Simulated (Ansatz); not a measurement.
A nudged elastic band was laid between two geometries of F2H2SSi + H4Si (11 atoms, charge 0, multiplicity 1).

The calculation used Ansatz, RKS PBE0-D4/def2-SVP.

```
movable images  : 5
climbing image  : yes
spring          : 5.0 eV/Å²
optimiser       : quadratic models (default)
start path      : through a guess of the saddle point
force threshold : 0.05 eV/Å
iteration limit : 60
end points      : relaxed
```

Image 0:

```xyz
11
Properties=species:S:1:pos:R:3
Si -1.917 -0.377 0.400
S -1.700 0.972 2.006
F -1.240 0.213 -0.946
F -1.133 -1.759 0.671
H -3.348 -0.646 0.161
H 1.408 0.430 0.518
Si 1.932 0.113 -0.848
H -0.352 1.017 1.888
H 1.535 1.195 -1.793
H 1.394 -1.203 -1.291
H 3.422 0.045 -0.765
```

Image 6:

```xyz
11
Properties=species:S:1:pos:R:3
Si -1.142 -0.724 -0.434
S -0.175 1.605 1.802
F -1.671 -1.884 -1.439
F -1.077 -1.440 1.027
H -2.197 0.321 -0.391
H 1.172 1.553 1.878
Si 1.003 -0.073 -1.120
H -0.322 0.455 2.495
H 1.021 1.389 -1.428
H 1.390 -0.833 -2.349
H 1.995 -0.369 -0.042
```

Q: Which bonds break or form, and what moves?

A: Bonds broken: Si1–S2, H6–Si7. Bonds formed: Si1–Si7, S2–H6. F2H2SSi + H4Si becomes F2H4Si2 + H2S.

Q: Give the energies along the band, and the barrier.

A: It converged. The highest image is number 3 of 0 to 6, 2.45 eV above the first end and 1.87 eV above the last; the last end lies 0.58 eV above the first. Neighbouring images differ by up to 1.9 eV, so the band resolves the path poorly. A vibrational analysis at the climbing image gives one clearly imaginary mode, 954i cm⁻¹: a first-order saddle point. The orbitals stay closed-shell, which can raise the energy where a bond breaks towards radicals; this wasn't checked here.

```csv
image,path coordinate (Å),energy (eV),Si1–S2 (Å),H6–Si7 (Å),Si1–Si7 (Å)
0,0.00,0.00,2.11,1.50,4.08
1,1.70,0.01,2.11,1.49,4.32
2,3.40,0.51,2.13,1.48,3.59
3,5.09,2.45,2.43,1.83,2.59
4,6.54,0.81,3.24,2.68,2.35
5,7.98,0.61,3.40,3.56,2.34
6,9.42,0.58,3.37,3.41,2.34
```

Q: What is the geometry of the highest image?

A: 
```xyz
11
Properties=species:S:1:pos:R:3
Si -1.142 -0.255 0.008
S -0.630 1.014 2.012
F -1.112 -1.022 -1.458
F -1.357 -1.583 0.906
H -2.162 0.771 -0.278
H 0.239 0.577 0.545
Si 1.245 0.120 -0.913
H 0.047 0.018 2.626
H 0.925 0.799 -2.197
H 1.634 -1.307 -1.067
H 2.313 0.869 -0.184
```

Time of the run: 3.1 min on 2 threads of Intel(R) Xeon(R) 6975P-C (Granite Rapids), on a shared host, peak memory 0.29 GiB.
